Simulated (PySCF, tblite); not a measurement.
Species: C₅H₁₃ClSSi₂.
Atom-mapped SMILES: `[CH3:1][SiH2:2][CH2:3][S:4][Si@@H:5]([Cl:6])[CH:7]1[CH2:8][CH2:9]1` (hydrogens: H10, H11, H12 on C1; H13, H14 on Si2; H15, H16 on C3; H17 on Si5; H18 on C7; H19, H20 on C8; H21, H22 on C9)

Geometry (GFN2-xTB, Å), atoms numbered from 1 in this order:
```xyz
22
C5H13ClSSi2 angstrom
C      3.617    0.689    0.644
Si     2.881   -0.039   -0.942
C      1.794   -1.537   -0.477
S      0.500   -1.139    0.758
Si    -0.982   -0.152   -0.429
Cl    -1.136   -1.053   -2.240
C     -2.595   -0.286    0.515
C     -3.142    0.918    1.233
C     -3.809    0.431   -0.007
H      4.158    1.609    0.443
H      4.309   -0.006    1.112
H      2.837    0.910    1.369
H      2.039    0.946   -1.633
H      3.916   -0.539   -1.853
H      2.384   -2.320   -0.006
H      1.295   -1.969   -1.341
H     -0.597    1.233   -0.685
H     -2.786   -1.237    1.000
H     -3.636    0.762    2.180
H     -2.584    1.840    1.185
H     -3.707    1.017   -0.907
H     -4.767   -0.060    0.080
```

Level of theory: PBE0/pcSseg-1 in PySCF (dipole) on a GFN2-xTB geometry, gas phase.

Masses are those of the commonest isotopes; rigid-rotor values at the optimised geometry. The values belong to one conformer with, in the numbering `[CH3:1][SiH2:2][CH2:3][S:4][Si@@H:5]([Cl:6])[CH:7]1[CH2:8][CH2:9]1`, C1–Si2–C3–S4 55°, Si2–C3–S4–Si5 78°, C3–S4–Si5–Cl6 38°, S4–Si5–C7–C8 105°.

(1) Give the principal moments of inertia and the rotational constants in GHz.

(2) Classify the top.

(3) What does the inertial defect say?

(4) Give the other two planar moments, Paa and Pbb, and the rms extents of the mass along the axes.

(5) List the rotational levels J(Ka,Kc) to J = 5 (cm⁻¹).

(6) Which types of transition are allowed, and where do some lines up to J = 5 fall?

(7) Estimate the classical rotational partition function at 10 K, 25 K and 50 K.

Answers

(1) Ia = 368.66, Ib = 1114.60, Ic = 1291.23 u·Å²; 505379 MHz·u·Å²/I gives 1371, 453.4 and 391.4 MHz, that is A = 1.3708, B = 0.4534, C = 0.3914 GHz.

(2) An asymmetric top; Ray's κ = -0.873.

(3) Not planar: Δ = Ic − Ia − Ib = -192.03 u·Å². For a rigid frame Δ = −2 Σ m c², so Σ m c² = 96.02 u·Å² lies off the ab plane: 19.70 from hydrogen and 76.31 from heavier atoms. The atom farthest from that plane is 1.86 Å away.

(4) Paa = Σ m a² = (Ib + Ic − Ia)/2 = 1018.58 and Pbb = Σ m b² = (Ia + Ic − Ib)/2 = 272.65 u·Å². With the mass M = 196.00 u, the rms extents √(P/M) along a, b and c are 2.28, 1.18, 0.70 Å.

(5) Above 0(0,0):
J = 1: 1(0,1) 0.0282, 1(1,1) 0.0588, 1(1,0) 0.0609
J = 2: 2(0,2) 0.0844, 2(1,2) 0.1131, 2(1,1) 0.1193, 2(2,1) 0.2111, 2(2,0) 0.2112
J = 3: 3(0,3) 0.1686, 3(1,3) 0.1944, 3(1,2) 0.2069, 3(2,2) 0.2956, 3(2,1) 0.2961, 3(3,1) 0.4539, 3(3,0) 0.4539
J = 4: 4(0,4) 0.2803, 4(1,4) 0.3028, 4(1,3) 0.3235, 4(2,3) 0.4083, 4(2,2) 0.4098, 4(3,2) 0.5668, 4(3,1) 0.5668, 4(4,1) 0.7881, 4(4,0) 0.7881
J = 5: 5(0,5) 0.4192, 5(1,5) 0.4382, 5(1,4) 0.4691, 5(2,4) 0.5489, 5(2,3) 0.5524, 5(3,3) 0.7080, 5(3,2) 0.7081, 5(4,2) 0.9292, 5(4,1) 0.9292, 5(5,1) 1.2137, 5(5,0) 1.2137

(6) The dipole components are |μa| = 0.23 D, |μb| = 0.96 D, |μc| = 0.47 D. The squared components, which scale the intensities, stand as 0.06 : 1.00 : 0.24 (a : b : c). Some lines, for components of 0.1 D or more:

```json
{"type": "a", "branch": "R", "J(Ka,Kc)": "2(1,1) ← 1(1,0)", "MHz": "1752", "lower level (cm⁻¹)": "0.061"}
{"type": "c", "branch": "R", "J(Ka,Kc)": "2(1,1) ← 1(0,1)", "MHz": "2731", "lower level (cm⁻¹)": "0.028"}
{"type": "b", "branch": "Q", "J(Ka,Kc)": "5(2,4) ← 5(1,5)", "MHz": "3321", "lower level (cm⁻¹)": "0.438"}
{"type": "a", "branch": "R", "J(Ka,Kc)": "4(1,3) ← 3(1,2)", "MHz": "3497", "lower level (cm⁻¹)": "0.207"}
{"type": "a", "branch": "R", "J(Ka,Kc)": "5(4,2) ← 4(4,1)", "MHz": "4231", "lower level (cm⁻¹)": "0.788"}
{"type": "c", "branch": "R", "J(Ka,Kc)": "4(1,3) ← 3(0,3)", "MHz": "4645", "lower level (cm⁻¹)": "0.169"}
{"type": "b", "branch": "Q", "J(Ka,Kc)": "5(5,0) ← 5(4,1)", "MHz": "8530", "lower level (cm⁻¹)": "0.929"}
{"type": "c", "branch": "R", "J(Ka,Kc)": "5(3,3) ← 4(2,3)", "MHz": "8986", "lower level (cm⁻¹)": "0.408"}
{"type": "b", "branch": "R", "J(Ka,Kc)": "5(3,2) ← 4(2,3)", "MHz": "8988", "lower level (cm⁻¹)": "0.408"}
{"type": "c", "branch": "R", "J(Ka,Kc)": "4(4,0) ← 3(3,0)", "MHz": "10019", "lower level (cm⁻¹)": "0.454"}
{"type": "b", "branch": "R", "J(Ka,Kc)": "5(4,2) ← 4(3,1)", "MHz": "10864", "lower level (cm⁻¹)": "0.567"}
{"type": "c", "branch": "R", "J(Ka,Kc)": "5(5,0) ← 4(4,0)", "MHz": "12761", "lower level (cm⁻¹)": "0.788"}
{"type": "b", "branch": "R", "J(Ka,Kc)": "5(5,0) ← 4(4,1)", "MHz": "12761", "lower level (cm⁻¹)": "0.788"}
```

(7) Point group C1, symmetry number σ = 1; q = (√π/σ)·√((kT/h)³/(ABC)), k/h = 20836.6 MHz/K: 10800 at 10 K, 42700 at 25 K, 121000 at 50 K.

Its lowest GFN2-xTB frequency is 14 cm⁻¹, too small to tell a flat minimum from a shallow saddle. No vibrational averaging or centrifugal distortion is included, and the geometry carries the error of its method. A rigid rotor knows nothing of internal rotation, which can split or shift real lines. Quadrupole hyperfine structure (35Cl) is left out.
